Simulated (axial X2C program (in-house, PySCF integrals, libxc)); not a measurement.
## Nuclear properties of SbSe

Calculated with an in-house all-electron X2C program for linear molecules (integrals from PySCF): two-component X2C with atomic mean-field Coulomb and Gaunt terms, Gaussian nuclei, basis Sb dyall-cv3z, Se dyall-cv3z with contracted cores.

R = 2.335 Å (near the PBE0 minimum at charge 0 of the determinant lowest at the starting distance; the state shown can have its own minimum elsewhere).

Determinant lowest in the PBE0 search, Ω = 1/2 (⟨Sz⟩ = -0.49, ⟨Lz⟩ = 0.99 at PBE0), spin on the atoms Sb -0.41, Se -0.09:

| level | Eeff magnitude (GV/cm) | Ws magnitude Sb (kHz) | Ws magnitude Se (kHz) | A∥/gI Sb (MHz) | qzz Sb (a.u.) | A∥/gI Se (MHz) | qzz Se (a.u.) | μ (D) |
| --- | --- | --- | --- | --- | --- | --- | --- | --- |
| PBE0 | 0.664 | 0.46 | 0.1 | 2410 | -2.40 | 900 | 1.11 | -1.94 |
| HF | 2.41 | 2.45 | 0.208 | 1920 | -1.82 | 1280 | 0.64 | -1.53 |
| PBE50 | 0.435 | 0.177 | 0.129 | 2390 | -2.92 | 876 | 1.31 | -2.21 |
| B3LYP | 1.01 | 0.845 | 0.101 | 2320 | -2.14 | 897 | 1.01 | -1.87 |
| BP86 | 0.837 | 0.709 | 0.0665 | 2380 | -1.85 | 932 | 0.92 | -1.64 |

Determinant 0.34 eV from it at PBE0 and this distance, Ω = 3/2 (⟨Sz⟩ = 0.50, ⟨Lz⟩ = 1.00 at PBE0), spin on the atoms Sb 0.46, Se 0.04:

| level | Eeff magnitude (GV/cm) | Ws magnitude Sb (kHz) | A∥/gI Sb (MHz) | qzz Sb (a.u.) | A∥/gI Se (MHz) | qzz Se (a.u.) | μ (D) |
| --- | --- | --- | --- | --- | --- | --- | --- |
| PBE0 | 1.15 | 0.516 | 184 | -2.79 | 235 | 1.00 | -1.78 |
| HF | 2.37 | 0.863 | -356 | -1.68 | 580 | 0.39 | -1.39 |
| PBE50 | 1.56 | 0.653 | 87.9 | -3.12 | 313 | 1.14 | -1.99 |
| B3LYP | 0.747 | 0.364 | 278 | -2.57 | 207 | 0.91 | -1.72 |
| BP86 | 0.732 | 0.352 | 230 | -2.27 | 202 | 0.83 | -1.50 |

Eeff is the effective electric field on the electron electric dipole moment in this Ω state and Ws the scalar–pseudoscalar constant of the nucleus named (defined with the proton number Z and per Ω); A∥ (defined per Ω) follows by multiplying with gI = μI/(I μN); qzz is the electric field gradient, eQq0 = 234.96 MHz × Q/barn × qzz; μ is positive if the Se end (last atom) is positive. The operators were transformed with the bare-nucleus X2C matrices; with these basis sets, hyperfine constants and field gradients can be off by tens of per cent, and where levels differ in sign neither size nor sign is settled.

(1) With gI(121Sb) = 1.3454, Q(121Sb) = -0.543 barn, gI(77Se) = 1.0701 (g factors from the IAEA table of nuclear moments by Stone; Q from Pyykkö, Mol. Phys. 2018), turn the PBE0 values of the first state into constants in MHz.

Each state is one determinant with collinear spin. Unrestricted Hartree–Fock can overshoot spin polarisation at the nuclei. In the state Ω = 1/2 the sign of Eeff differs between levels (HF against PBE0). Where Eeff spreads by more than a factor of two the levels disagree and none is to be relied on. The search compared states at one distance, so a state with another bond length can lie lower. The sign of Ws at Sb differs between levels in the first state. The sign of Ws at Se differs between levels in the first state. The sign of Ws at Se differs between levels in the second state. Further determinants of the search, some of them spin-mixed, are not shown. Where a field gradient or hyperfine factor spreads by more than a factor of two over the levels, a constant derived from it is not to be relied on. PBE0 term energies can be off by some tenths of an eV.

## Answers

(1) A∥(121Sb) = 2410 × 1.3454 = 3240 MHz; eQq0(121Sb) = 234.96 × (-0.543) × (-2.40) = 306 MHz; A∥(77Se) = 900 × 1.0701 = 963 MHz.
